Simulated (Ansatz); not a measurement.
Molecule: sum formula Si2NH3Cl4 (charge 0, singlet). 
Geometry from a B3LYP-D3(BJ)/def2-TZVP (Ansatz, a program for electronic structure) optimisation:
SMILES: Cl[SiH](Cl)N[SiH](Cl)Cl
```xyz
10

Cl     2.2985    -0.5977     1.9937
Si     1.4381     0.4799     0.4745
Cl     2.8539     0.6892    -0.9957
N      0.0522    -0.3204    -0.1267
Si    -1.5575     0.2524    -0.1849
Cl    -2.8071    -0.9760     0.8823
Cl    -2.2479     0.2868    -2.1167
H      1.0444     1.8008     0.9694
H      0.2041    -1.2525    -0.4953
H     -1.5993     1.6042     0.3770
```
Charge 0, spin multiplicity 1.

Wanted: atomisation energy (electronic, to ground-state atoms), in kcal/mol. Cores are frozen in the correlated levels unless marked. Open shells are spin-unrestricted. Spin-orbit coupling is left out. No relativistic terms. The coupled-cluster limit lacks core correlation, which all-electron functionals hold. Basis-set limits of correlation are two-point, X^-3; Hartree-Fock from the larger set. The bracket is a focal-point correction in the basis named.

```json
[
 {"level": "B97M-V/def2-TZVPD", "program": "Ansatz", "atomisation energy (kcal/mol)": "823.4", "minus last row": "3.2"},
 {"level": "PBE0/STO-3G", "program": "Ansatz", "atomisation energy (kcal/mol)": "914.7", "minus last row": "94.5"},
 {"level": "BHLYP-D3(BJ)/def2-TZVPD", "program": "Ansatz + dftd3", "atomisation energy (kcal/mol)": "789.6", "minus last row": "-30.6"},
 {"level": "BHLYP-D4/def2-TZVPD", "program": "Ansatz + dftd4", "atomisation energy (kcal/mol)": "788.4", "minus last row": "-31.8"},
 {"level": "CAM-B3LYP-D4/def2-TZVPD", "program": "Ansatz + dftd4", "atomisation energy (kcal/mol)": "807.5", "minus last row": "-12.7"},
 {"level": "MP2/aug-cc-pV(T+d)Z", "program": "Ansatz", "atomisation energy (kcal/mol)": "817.7", "minus last row": "-2.5"},
 {"level": "CCSD/6-31G*", "program": "Ansatz", "atomisation energy (kcal/mol)": "697.1", "minus last row": "-123.1"},
 {"level": "CCSD(T)/cc-pV(T+d)Z", "program": "Ansatz", "atomisation energy (kcal/mol)": "782.9", "minus last row": "-37.3"},
 {"level": "RI-MP2/CBS(cc-pV(T+d)Z,cc-pV(Q+d)Z)+[CCSD(T)-MP2]/cc-pV(T+d)Z", "program": "Ansatz", "atomisation energy (kcal/mol)": "817.3", "minus last row": "-2.9"},
 {"level": "CCSD(T)/CBS(cc-pV(T+d)Z,cc-pV(Q+d)Z)", "program": "Ansatz", "atomisation energy (kcal/mol)": "820.2", "minus last row": "0.0"}
]
```
